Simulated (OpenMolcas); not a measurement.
**Cr2+ in CaF2: curves along the breathing mode**

Cr2+ with its 8 nearest fluoride ions, on the Ca site of CaF2 (a = 5.46294 Å, distance in the model lattice 2.366 Å). The rest of the host is ab initio model potentials to 7.6 Å and point charges beyond; the distance is set by hand and nothing relaxes. Ligand basis ANO-RCC-VDZP.

- Program: OpenMolcas 26.06
- Method: SS-CASPT2, IPEA 0.25 Eh, imaginary shift 0.1 Eh (closed shells correlated: 3s 3p and the ligand valence shells)
- Basis: ANO-RCC-VDZP [5s4p2d1f]
- Scalar Hamiltonian: DKH2, point nucleus
- Active space: 4 electrons in 5 orbitals (3d)
- State averaging: 2S+1 = 5 even, 5 roots; 2S+1 = 3 even, 45 roots; 2S+1 = 1 even, 50 roots
- Spin-orbit coupling: state interaction with AMFI integrals over the reference wave functions

Spin-free energies (labels of O, the rotations of Oh) in cm-1 above the lowest fitted minimum, as all ligands move together:

```
R (Å)    5T2     5E    3T1    3T2    1A1  3T2(2)  3T1(3)
2.133     40   8020  11800  14960  14400   19130   20200
2.183    980   8050  13440  16580  17110   20100   20970
2.234   4640  10900  17840  20730  22270   23790   24410
2.284  10520  16110  24610  27010  29420   29710   30130
2.334  18410  23430  32880  35220  38390   37660   37800
2.384  28090  32610  43180  45090  48980   47380   47310
2.435  39590  43680  54860  56780  61270   58880   58670
```

Cubic fits give the following; the wavenumber is harmonic, with the mass of all moving ligands, small differences in it between states hang on the degree of the fit, a number in brackets counts states of one label, and the table is a selection of at most 14 states with clean curves.

| State | R0 (Å) | Breathing mode (cm-1) | Minimum (cm-1) |
| --- | --- | --- | --- |
| 5T2 | 2.140 | 496 | 0 |
| 5E | 2.157 | 500 | 7690 |
| 3T2(2) | 2.140 | 498 | 19100 |
| 3T1(3) | 2.143 | 492 | 20130 |
| 3E | 2.143 | 491 | 21250 |
| 3A2 | 2.152 | 498 | 24250 |
| 3T2(3) | 2.143 | 487 | 23530 |
| 3E(2) | 2.155 | 503 | 26150 |
| 3T1(4) | 2.157 | 498 | 26540 |
| 1T2 | 2.135 | 495 | 25130 |
| 1E | 2.139 | 494 | 26180 |

The minimum of 5E is shifted by +0.0169 Å against 5T2 (from the unrounded fits). With M = 152.0 u for the moving shell, the Huang-Rhys factor in this mode is S = M ω ΔR² / 2ħ = 0.01483 × 152.0 × 496 × 0.0169² = 0.32. Only the first shell moves, against a rigid host.

Roots that are degenerate in the reference are averaged as groups; the widest CASPT2 spread within a group is 750 cm-1 (the 3-fold group of multiplicity 3 near 18100 cm-1 above the lowest state of its run, R = 2.284). Shifts and gaps below about the spread of the groups concerned are not significant. Over all roots computed the reference weight is 0.69 to 0.70 in R = 2.133, 0.69 to 0.70 in R = 2.183, 0.69 to 0.70 in R = 2.234, 0.69 to 0.70 in R = 2.284, 0.69 to 0.70 in R = 2.334, 0.69 to 0.70 in R = 2.384, 0.69 to 0.70 in R = 2.435; a low but even weight reflects the number of correlated electrons. An orbital triplet at a regular site is open to Jahn-Teller coupling, which can distort the site and quench the lowest spin-orbit gaps and is left out. Ligand-to-metal charge-transfer states are missing. These CASPT2 states fit no ligand-field parameters well, so their order and spin gaps are uncertain. With no ligand orbital active B as a rule stays too high, so bands that hang on it stand too high and its fall with covalency is understated. With one d shell and no ligand orbital active, 10Dq can be off by tens of per cent for divalent 3d ions, low with halides held by bare charges and at times high in hosts. Free-ion shares, where given, are those of the reference states; single-state CASPT2 does not remix them. No measured value stands beside these numbers.
